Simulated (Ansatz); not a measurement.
Harmonic frequencies (cm⁻¹) at PBE0-D4/def2-TZVP from Ansatz: 114, 200, 208, 235, 245, 311, 463, 547, 573, 682, 689, 701, 705, 735, 890, 905, 927, 1572, 1573, 1578, 2125, 3559, 3565, 3572, 3654, 3663, 3674.

Each molecule was computed in one conformer, which needn't be the lowest.

Question: Which molecule is it?
A. `[NH2][GeH]([NH2])[NH2]`
B. `CC[O][GeH3]`
C. `C[S][GeH2][CH3]`
D. `[CH3][GeH]([SiH3])[Cl]`

Answer: A.
